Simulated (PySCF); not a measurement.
(E)-3-methoxyprop-2-en-1-amine (C4H9NO), SMILES CO/C=C/CN.

Geometry optimised at PBE0-D3(BJ)/def2-SVP. One conformer was computed; it need not be the lowest.

Method: ωB97X/def2-TZVP run with PySCF.

The molecule is in vacuum.

- total energy: -287.81171 hartree
- highest occupied level: -8.70 eV
- lowest empty level: 2.90 eV
- orbital gap: 11.61 eV
- dipole moment: 0.434 e·Å
- quadrupole, principal values (traceless, Buckingham form, about the centre of nuclear charge): -8.62, 1.72, 6.90 D·Å
- mean static polarisability: 62.6 bohr³ (9.28 Å³)
- polarisability, principal values: 50.6, 57.7, 79.6 bohr³
